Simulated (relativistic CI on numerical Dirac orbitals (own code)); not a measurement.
Method of calculation: Dirac-Coulomb-Breit CI, separate exchange-only KLI orbitals for each configuration, model QED, unscaled Slater integrals (own radial code, finite nucleus).

Configuration list (outside the closed core [Ne]): 3s2 3p6 3d2, 3s2 3p5 3d3, 3s 3p6 3d3, 3s2 3p6 3d 4s, 3s2 3p6 3d 4p, 3s2 3p6 3d 4d, 3s2 3p5 3d2 4s, 3s2 3p6 3d 4f, 3s2 3p5 3d2 4p, 3s2 3p5 3d2 4d, 3s 3p6 3d2 4s, 3p6 3d3 4p, 3s2 3p6 4s2, 3s 3p6 3d2 4p, 3s2 3p6 4s 4p, 3s2 3p6 3d 5s, 3s2 3p6 3d 5d, 3s2 3p6 3d 5g, 3p6 3d4, 3p5 3d5, 3p5 3d4 4s, 3p6 3d3 4s, 3p5 3d3 4s2, 3s2 3p6 4p2, 3s2 3p5 4s 4p2, 3s2 3p6 4s 4d, 3s2 3p5 4s2 4d, 3s 3p6 3d 4s2, 3s 3p6 4s2 4p, 3s 3p6 4s2 4d. Double excitations out of closed p, d and f shells are left out; levels of such configurations are missing from the list, as are those of other unlisted configurations, and high levels can miss mixing partners. These lack a partner that the ground configuration has and come out too high: 3s2 3p5 3d2 4p, 3s2 3p5 3d2 4d.

At this charge energies of transitions that change n are usually good to better than 1 %, and those within a shell (Δn = 0) to a few per cent.

Outline of the computed level scheme of W LV. Lowest level of each configuration: 3s2 3p6 3d2 3F_2 at 0.000 eV; 3s2 3p5 3d3 3D°_2 at 272.237 eV.

Some strong electric-dipole decays among the lowest 45 levels: 3s2 3p5 3d3 3F°_2 → 3s2 3p6 3d2 3F_2 (1.1e+12 s⁻¹); 3s2 3p5 3d3 3D°_1 → 3s2 3p6 3d2 3P_0 (1.0e+12 s⁻¹); 3s2 3p5 3d3 3G°_3 → 3s2 3p6 3d2 3F_2 (9.9e+11 s⁻¹); 3s2 3p5 3d3 3D°_1 → 3s2 3p6 3d2 3F_2 (8.6e+11 s⁻¹); 3s2 3p5 3d3 3D°_3 → 3s2 3p6 3d2 3F_2 (3.5e+11 s⁻¹); 3s2 3p5 3d3 3D°_1 → 3s2 3p6 3d2 3F_2 (3.0e+11 s⁻¹); 3s2 3p5 3d3 3P°_1 → 3s2 3p6 3d2 3P_0 (1.6e+11 s⁻¹); 3s2 3p5 3d3 3P°_2 → 3s2 3p6 3d2 3F_2 (8.7e+10 s⁻¹).

LS names give the leading component of a level, which can be under half, so a name can repeat, a term be missing and a line seem to break the LS rules.
